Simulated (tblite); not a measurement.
Compound: C5H13B2N.
Bonds: B1–N2, N2–B3, B3–C4, B3–C5, C5–C6, C6–C7, C7–C8, C6–C8. Hydrogens: H9, H10 on B1; H11 on N2; H12, H13, H14 on C4; H15, H16 on C5; H17 on C6; H18, H19 on C7; H20, H21 on C8.

Computed with GFN2-xTB (tblite), gas phase: L-BFGS steps from a force-field or distance-geometry start until the largest atomic force falls under 0.01 eV/Å.

Step 3: E = -617.6736 eV
```
atom  x, y, z in Å  |  force x, y, z in eV/Å
B1     -2.3631    1.8786   -0.1289   -0.376   0.614  -0.147
N2     -2.3915    0.4920   -0.3843    0.008   0.103   0.110
B3     -1.2729   -0.3115    0.0707    0.507  -0.256  -0.058
C4     -1.4132   -1.7828    0.6223   -0.064   0.242  -0.136
C5      0.1338    0.3480   -0.3161   -0.111  -0.208   0.088
C6      1.3687   -0.5139   -0.2078   -0.219   0.076   0.050
C7      2.6338    0.1765   -0.5762    0.277   0.005  -0.017
C8      2.3358   -0.1270    0.8607    0.064   0.004   0.046
H9     -2.0174    2.6113   -0.9778   -0.369   0.252  -0.244
H10    -2.7105    2.3336    0.8955    0.297  -0.251   0.176
H11    -2.4528    0.3219   -1.3818   -0.055  -0.121  -0.032
H12    -0.8530   -2.4947    0.0229    0.065  -0.001  -0.023
H13    -2.4492   -2.0690    0.5942   -0.375  -0.313   0.148
H14    -1.0527   -1.8886    1.6415    0.024   0.074   0.006
H15     0.3320    1.2927    0.2161   -0.283  -0.264  -0.052
H16     0.0260    0.6533   -1.3643    0.026   0.009  -0.038
H17     1.2413   -1.5556   -0.4771    0.077   0.079   0.086
H18     2.5264    1.1980   -0.8938    0.180   0.173  -0.099
H19     3.4113   -0.3693   -1.0841    0.108  -0.022   0.038
H20     2.9192   -0.8686    1.3706    0.127  -0.229   0.038
H21     2.0390    0.6923    1.4972    0.092   0.032   0.059
```

Step 4: E = -617.7337 eV
```
atom  x, y, z in Å  |  force x, y, z in eV/Å
B1     -2.3938    1.9048   -0.1429   -0.045  -0.141  -0.073
N2     -2.3725    0.5102   -0.3800   -0.100   0.136   0.028
B3     -1.2673   -0.3260    0.0592    0.195   0.224  -0.003
C4     -1.4197   -1.7754    0.6177   -0.250  -0.252   0.011
C5      0.1278    0.3343   -0.3141    0.066   0.015  -0.160
C6      1.3680   -0.5053   -0.2100    0.152  -0.006   0.167
C7      2.6466    0.1807   -0.5678   -0.068  -0.007  -0.121
C8      2.3383   -0.1309    0.8611    0.100   0.018   0.093
H9     -2.0351    2.6188   -0.9838   -0.410   0.484  -0.464
H10    -2.6910    2.3169    0.9006    0.160  -0.020   0.370
H11    -2.4558    0.3152   -1.3722   -0.056  -0.073  -0.027
H12    -0.8523   -2.4894    0.0264    0.030  -0.038  -0.051
H13    -2.4594   -2.0819    0.6023   -0.100  -0.177   0.108
H14    -1.0526   -1.8859    1.6367   -0.003   0.137  -0.033
H15     0.3181    1.2779    0.2109   -0.278  -0.108   0.102
H16     0.0286    0.6539   -1.3609   -0.018  -0.044  -0.039
H17     1.2442   -1.5438   -0.4686    0.082  -0.141  -0.018
H18     2.5367    1.1975   -0.8994    0.195   0.207  -0.025
H19     3.4128   -0.3677   -1.0807    0.217  -0.113  -0.018
H20     2.9228   -0.8753    1.3696    0.066  -0.196   0.010
H21     2.0468    0.6885    1.4953    0.065   0.097   0.144
```

Step 5: E = -617.7646 eV
```
atom  x, y, z in Å  |  force x, y, z in eV/Å
B1     -2.4105    1.9171   -0.1510    0.125  -0.315  -0.020
N2     -2.3640    0.5206   -0.3784   -0.097   0.125  -0.010
B3     -1.2620   -0.3296    0.0531   -0.089   0.276   0.057
C4     -1.4265   -1.7757    0.6155   -0.229  -0.312   0.034
C5      0.1258    0.3273   -0.3156    0.181   0.085  -0.205
C6      1.3711   -0.5005   -0.2081    0.132  -0.172   0.098
C7      2.6516    0.1823   -0.5647   -0.043   0.056  -0.242
C8      2.3409   -0.1325    0.8616    0.182   0.031   0.239
H9     -2.0513    2.6305   -0.9944   -0.484   0.463  -0.420
H10    -2.6781    2.3077    0.9091    0.138   0.049   0.320
H11    -2.4582    0.3106   -1.3666   -0.064  -0.052  -0.041
H12    -0.8515   -2.4872    0.0275   -0.011  -0.059  -0.054
H13    -2.4666   -2.0916    0.6082    0.009  -0.110   0.076
H14    -1.0528   -1.8823    1.6335   -0.026   0.147  -0.044
H15     0.3063    1.2685    0.2099   -0.249  -0.002   0.169
H16     0.0297    0.6536   -1.3599   -0.019  -0.058  -0.074
H17     1.2470   -1.5402   -0.4645    0.103  -0.141  -0.032
H18     2.5453    1.2008   -0.9027    0.197   0.114   0.040
H19     3.4172   -0.3687   -1.0792    0.172  -0.091   0.007
H20     2.9259   -0.8822    1.3694   -0.007  -0.103  -0.040
H21     2.0519    0.6883    1.4967    0.079   0.070   0.143
```

Task: Estimate the geometry and energy of step 6. (The exact step hangs on the optimiser's Hessian estimate; all steps are aligned on step 5, rigid shifts and turns removed.)

Result: E = -617.8198 eV, largest force 0.730 eV/Å
```
atom  x, y, z in Å  |  force x, y, z in eV/Å
B1     -2.4403    1.9390   -0.1666    0.421  -0.405   0.144
N2     -2.3489    0.5416   -0.3769   -0.090   0.118  -0.108
B3     -1.2555   -0.3325    0.0431   -0.509   0.188   0.159
C4     -1.4431   -1.7807    0.6111   -0.102  -0.222   0.027
C5      0.1267    0.3149   -0.3222    0.223   0.127  -0.157
C6      1.3786   -0.4959   -0.2032    0.261  -0.177   0.027
C7      2.6625    0.1869   -0.5642   -0.074  -0.024  -0.113
C8      2.3507   -0.1344    0.8681    0.189   0.081   0.055
H9     -2.0960    2.6632   -1.0237   -0.661   0.263  -0.165
H10    -2.6482    2.2899    0.9315    0.141   0.125   0.017
H11    -2.4646    0.3005   -1.3558   -0.090  -0.012  -0.068
H12    -0.8507   -2.4844    0.0284   -0.107  -0.095  -0.047
H13    -2.4822   -2.1138    0.6217    0.176   0.000   0.006
H14    -1.0538   -1.8718    1.6263   -0.071   0.137  -0.049
H15     0.2771    1.2503    0.2120   -0.146   0.171   0.245
H16     0.0315    0.6517   -1.3606    0.015  -0.064  -0.150
H17     1.2554   -1.5354   -0.4568    0.134  -0.196  -0.060
H18     2.5670    1.2090   -0.9080    0.168  -0.036   0.130
H19     3.4290   -0.3722   -1.0756    0.083  -0.031   0.044
H20     2.9318   -0.8979    1.3680   -0.072   0.038  -0.077
H21     2.0643    0.6890    1.5029    0.109   0.013   0.139
```

The energy changes by -0.0552 eV. The first-order estimate −F·Δx gives -0.0818 eV and the mean of the old and new forces, exact on a quadratic surface, -0.0547 eV. The step makes an angle of 57° with the force vector and moves no atom by more than 0.063 Å.

The cost below is that of the whole relaxation. Hardware: an Arm Neoverse V1 with one thread, on a shared host. Cost: 0.99 s of wall time.
